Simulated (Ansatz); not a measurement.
Relaxation of FH3Te (5 atoms, charge 0, multiplicity 1), to a largest force component of 0.02 eV/Å in at most 40 steps.

The calculation used Ansatz, RKS PBE/def2-SVP.

```xyz
5
Properties=species:S:1:pos:R:3
F 0.293 0.580 -2.136
H -0.361 -0.033 -1.856
Te 0.319 0.462 0.973
H -0.427 0.135 2.401
H 0.176 -1.144 0.618
```

Problem. Where does it end, and by what steps?

Solution. The run converged. The force dipped under the threshold on the way, but the program's further checks kept it going. After 15 steps the energy has fallen by 0.115 eV; H2 moved furthest, 0.52 Å.

```tsv
step	energy less start (eV)	largest force component (eV/Å)	accepted
0	0.0000	0.649	yes
1	0.0604	2.592	no
2	-0.0423	0.693	yes
3	-0.0667	0.337	yes
4	-0.0730	0.277	yes
5	-0.0990	0.169	yes
6	-0.1043	0.411	yes
7	-0.1099	0.249	yes
8	-0.1127	0.043	yes
9	-0.1123	0.169	no
10	-0.1136	0.020	yes
11	-0.1128	0.293	no
12	-0.1145	0.017	yes
13	-0.1146	0.106	yes
14	-0.1147	0.074	yes
15	-0.1149	0.014	yes
```

```xyz
5
Properties=species:S:1:pos:R:3
F 0.221 0.261 -2.246
H -0.421 0.396 -1.567
Te 0.336 0.421 0.886
H -0.644 0.160 2.229
H 0.508 -1.238 0.698
```

Run time: 6.4 s on 1 thread of AMD EPYC 9R45 96-Core Processor (Zen 5), with other jobs on the host, peak memory 0.11 GiB.
